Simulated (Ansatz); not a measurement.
Born–Oppenheimer molecular dynamics of BrH5SeSn (8 atoms, charge 0, multiplicity 1). It starts at the highest image of a converged band, a first-order saddle point between two minima.

Computed with Ansatz, RKS PBE-D4/def2-SVP.

```yaml
ensemble: NVE (velocity Verlet)
time_step: 0.5 fs
steps_asked: 200
starting_velocities_drawn_for: 300 K
seed: 9867
```

First frame:

```xyz
8
Properties=species:S:1:pos:R:3
Sn -0.520 -0.578 -0.742
Br 2.319 -0.017 -0.313
H 0.068 -2.199 -0.851
H -2.142 -0.760 -0.120
H -0.556 0.353 -2.187
H 1.236 1.150 0.684
Se -0.282 1.522 1.219
H -0.123 0.529 2.310
```

Question: What does the run give?

Answer: The run went to its last step.

```yaml
steps_done: 200
time_covered: 100 fs
mean_temperature_over_the_second_half: 465 K
spread_of_the_potential_energy_over_the_second_half: 16.4 meV per atom
mean_potential_energy_of_the_second_half_above_the_start: -16.0 meV per atom
```

The conserved energy stayed within 0.045 meV per atom of its start (net change 0.045 meV per atom), so the integration is sound. The system heated up, since it started high on the potential surface and ran downhill. A run of 0.1 ps of so small a system gives no equilibrium averages. The orbitals stay closed-shell, which can raise the energy where a bond breaks towards radicals; this wasn't checked here.

Question: What happens to the structure?

Answer: The step under study would form Sn1–Se7, Br2–H6 and break Sn1–Br2, H6–Se7. These pairs go: Sn1–Se7 2.88 → 2.60 Å, Br2–H6 1.88 → 1.43 Å, Sn1–Br2 2.93 → 3.31 Å, H6–Se7 1.65 → 2.21 Å. In the last frame they stand as after the step (other bonds may differ from the relaxed reactants and products). It ends as BrH + H4SeSn. Pairs count as bonded within 1.25 times the sum of covalent radii (0.12 Å more for H–H). This is one draw of velocities; another would differ in detail.

Question: How do temperature and energy run in time?

Answer: 
| time (fs) | T (K) | potential energy less start (eV) | conserved less start (meV/atom) |
| --- | --- | --- | --- |
| 0.0 | 300 | 0.000 | 0.00 |
| 3.0 | 232 | 0.053 | 0.02 |
| 6.0 | 155 | 0.113 | 0.04 |
| 9.0 | 148 | 0.118 | 0.02 |
| 12.0 | 129 | 0.132 | 0.03 |
| 15.0 | 134 | 0.129 | 0.03 |
| 18.0 | 174 | 0.098 | 0.02 |
| 21.0 | 201 | 0.077 | 0.03 |
| 24.0 | 218 | 0.064 | 0.03 |
| 27.0 | 218 | 0.064 | 0.02 |
| 30.0 | 165 | 0.105 | 0.03 |
| 33.0 | 142 | 0.123 | 0.04 |
| 36.0 | 172 | 0.099 | 0.02 |
| 39.0 | 190 | 0.086 | 0.04 |
| 42.0 | 243 | 0.045 | 0.02 |
| 45.0 | 262 | 0.030 | 0.01 |
| 48.0 | 223 | 0.060 | 0.04 |
| 51.0 | 220 | 0.062 | 0.03 |
| 54.0 | 244 | 0.043 | 0.02 |
| 57.0 | 259 | 0.032 | 0.02 |
| 60.0 | 279 | 0.017 | 0.03 |
| 63.0 | 338 | -0.030 | 0.02 |
| 66.0 | 367 | -0.052 | 0.02 |
| 69.0 | 380 | -0.062 | 0.03 |
| 72.0 | 400 | -0.077 | 0.02 |
| 75.0 | 424 | -0.096 | 0.04 |
| 78.0 | 482 | -0.141 | 0.01 |
| 81.0 | 501 | -0.156 | 0.04 |
| 84.0 | 571 | -0.210 | 0.03 |
| 87.0 | 649 | -0.271 | 0.01 |
| 90.0 | 661 | -0.280 | 0.02 |
| 93.0 | 671 | -0.287 | 0.04 |
| 96.0 | 735 | -0.338 | 0.01 |
| 99.0 | 720 | -0.325 | 0.02 |

Run time: 7.6 min on 2 threads of Arm Neoverse V1, on a shared host, peak memory 0.17 GiB.
